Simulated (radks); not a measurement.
Q: All-electron atom: N+ in [He] 2s1.5 2p2.5 (fractional occupations, a model configuration). All-electron calculation, non-relativistic Kohn-Sham, r2SCAN, spin-polarised, spherical densities, point nucleus; open shells are filled with parallel spins first; meta-GGA in the generalised Kohn-Sham scheme. Program: a radial shooting solver on a logarithmic mesh with Libxc functionals. Some entries of the table are withheld. Estimate them.

orbital,occ.,eigenvalue (hartree),<r^2> (bohr^2)
1s up,1,(1),0.07158
1s down,1,(2),0.07052
2s up,1,-1.32273,1.784
2s down,0.5,-1.02325,2.063
2p up,2.5,-0.85218,1.921
2p down,0,-0.56138,2.448

A: 
(1) 1s up eigenvalue (hartree): -14.92652
(2) 1s down eigenvalue (hartree): -14.83947
